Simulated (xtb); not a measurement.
F6Sb (SMILES [F][Sb-]([F])([F])([F])([F])[F]), charge -1, singlet, from a rough starting geometry; GFN2-xTB run with xtb.

xtb was given this input:
```
$ xtb mol.xyz --gfn 2 --chrg -1 --opt vtight --json

# file mol.xyz
7

F     -0.48225281    -1.34279154    -1.29967814
Sb    -0.03662543    -0.02112375     0.07449054
F      1.89374535    -0.20696791    -0.38669773
F      0.13566264    -1.34382000     1.31885280
F     -0.14115719     1.34426857    -1.33581600
F      0.46013987     1.33888218     1.29039775
F     -1.83706159     0.20988549     0.37780534
```

### Question
What does xtb print? Leave out banner, timings and long lists.

### Answer

```
   ID    Z sym.   atoms
    1    9 F      1, 3-7
    2   51 Sb     2

           -------------------------------------------------
          |                Calculation Setup                |
           -------------------------------------------------

           -------------------------------------------------
          |                 G F N 2 - x T B                 |
           -------------------------------------------------

          ...................................................
          :                      SETUP                      :
          :.................................................:
          :  # basis functions                  34          :
          :  # atomic orbitals                  33          :
          :  # shells                           15          :
          :  # electrons                        48          :
          :  max. iterations                   250          :
          :  Hamiltonian                  GFN2-xTB          :
          :  restarted?                      false          :
          :  GBSA solvation                  false          :
          :  PC potential                    false          :
          :  electronic temp.          300.0000000     K    :
          :  accuracy                    1.0000000          :
          :  -> integral cutoff          0.2500000E+02      :
          :  -> integral neglect         0.1000000E-07      :
          :  -> SCF convergence          0.1000000E-05 Eh   :
          :  -> wf. convergence          0.1000000E-03 e    :
          :  Broyden damping             0.4000000          :
          :  net charge                         -1          :
          :  unpaired electrons                  0          :
          ...................................................

 iter      E             dE          RMSdq      gap      omega  full diag
   1    -30.9881051 -0.309881E+02  0.776E+00    7.46       0.0  T
   2    -31.0309921 -0.428870E-01  0.459E+00    7.96       1.0  T
   3    -31.0152282  0.157639E-01  0.245E+00    7.44       1.0  T
   4    -31.0609542 -0.457261E-01  0.564E-01    7.85       1.0  T
   5    -31.0612891 -0.334836E-03  0.195E-01    7.91       1.0  T
   6    -31.0613363 -0.472727E-04  0.578E-02    7.92       1.0  T
   7    -31.0613463 -0.994179E-05  0.137E-02    7.93       2.8  T
   8    -31.0613472 -0.877646E-06  0.548E-03    7.93       6.9  T
   9    -31.0613475 -0.302023E-06  0.237E-03    7.93      15.9  T
[...]
         :: total energy             -31.048426510355 Eh    ::
 * total energy  :   -31.0484265 Eh     change       -0.9011458E-10 Eh
 * total energy  :   -31.0518763 Eh     change       -0.3449757E-02 Eh
 * total energy  :   -31.0535109 Eh     change       -0.1634657E-02 Eh
 * total energy  :   -31.0536704 Eh     change       -0.1594514E-03 Eh
 * total energy  :   -31.0537070 Eh     change       -0.3659660E-04 Eh
 * total energy  :   -31.0537118 Eh     change       -0.4805892E-05 Eh
 * total energy  :   -31.0537149 Eh     change       -0.3100684E-05 Eh
 * total energy  :   -31.0537150 Eh     change       -0.9335978E-07 Eh
   *** GEOMETRY OPTIMIZATION CONVERGED AFTER 8 ITERATIONS ***
         :: total energy             -31.053714973094 Eh    ::
[...]
             Fermi-level           -0.1914958 Eh           -5.2109 eV

     #   Z          covCN         q      C6AA      α(0)
     1   9 F        0.720    -0.256    11.838     4.063
     2  51 Sb       4.320     0.536   347.753    35.501
     3   9 F        0.720    -0.256    11.838     4.063
     4   9 F        0.720    -0.256    11.838     4.063
     5   9 F        0.720    -0.256    11.838     4.063
     6   9 F        0.720    -0.256    11.839     4.063
     7   9 F        0.720    -0.256    11.839     4.063

 Mol. C6AA /au·bohr⁶  :       1476.172020
 Mol. C8AA /au·bohr⁸  :      74703.082217
 Mol. α(0) /au        :         59.879074

Wiberg/Mayer (AO) data.
largest (>0.10) Wiberg bond orders for each atom

 ---------------------------------------------------------------------------
     #   Z sym  total        # sym  WBO       # sym  WBO       # sym  WBO
 ---------------------------------------------------------------------------
     1   9 F    1.173 --     2 Sb   0.846
     2  51 Sb   5.073 --     3 F    0.846     5 F    0.846     1 F    0.846
                             4 F    0.846     6 F    0.845     7 F    0.845
     3   9 F    1.173 --     2 Sb   0.846
     4   9 F    1.173 --     2 Sb   0.846
     5   9 F    1.173 --     2 Sb   0.846
     6   9 F    1.173 --     2 Sb   0.845
     7   9 F    1.173 --     2 Sb   0.845
 ---------------------------------------------------------------------------

Topologies differ in total number of bonds
Writing topology from bond orders to xtbtopo.mol

molecular dipole:
                 x           y           z       tot (Debye)
 q only:        0.003       0.006      -0.011
   full:        0.004       0.006      -0.011       0.033
molecular quadrupole (traceless):
                xx          xy          yy          xz          yz          zz
 q only:       -0.001      -0.001       0.002      -0.000      -0.001      -0.002
  q+dip:       -0.001      -0.001       0.003      -0.000      -0.001      -0.002
   full:       -0.001      -0.001       0.004      -0.000      -0.001      -0.003

optimized geometry written to: xtbopt.xyz

           -------------------------------------------------
          | TOTAL ENERGY              -31.053714973094 Eh   |
          | GRADIENT NORM               0.000107485743 Eh/α |
          | HOMO-LUMO GAP               8.194893911742 eV   |
           -------------------------------------------------

normal termination of xtb
```
